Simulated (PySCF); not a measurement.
Kr(29+): ionisation energy

Kr(29+) [He] 2s2 2p3 (4S) → Kr(30+) [He] 2s2 2p2 (3P), as a difference of total energies. Calculation: PySCF 2.14, in an uncontracted even-tempered set (19 s from 9.3 bohr⁻², ratio 2.2; 12 p from 12 bohr⁻², ratio 2.2; 6 d from 49 bohr⁻², ratio 2.4; 5 f from 73 bohr⁻², ratio 2.4; 4 g from 110 bohr⁻², ratio 2.4); scalar relativity by spin-free X2C-1e. Correlated levels: nothing frozen; virtual orbitals above 40 to 60 times the deepest correlated orbital energy dropped. The calculations carry no spin-orbit coupling.

```
                 method  ionisation energy (eV)
                    UHF                  3417.5
                    LDA                  3414.8
                    PBE                  3415.2
                   PBE0                  3416.1
                 r2SCAN                  3418.1
                  B3LYP                  3416.5
                 PBEsol                  3414.5
    MP2 (all electrons)                  3417.4
SCS-MP2 (all electrons)                  3416.9
```

Spin-orbit coupling is strong in these open shells (close to jj coupling). The scalar numbers leave it out and a first-order estimate fails, so it can dominate the gap to the real levels.

For this ion Breit and QED terms and the two-electron picture change, all absent here, outweigh the differences among the correlated methods.

For comparison: 3380 ± 30 eV (semi-empirical (NIST evaluation); NIST Atomic Spectra Database, ionization energies).
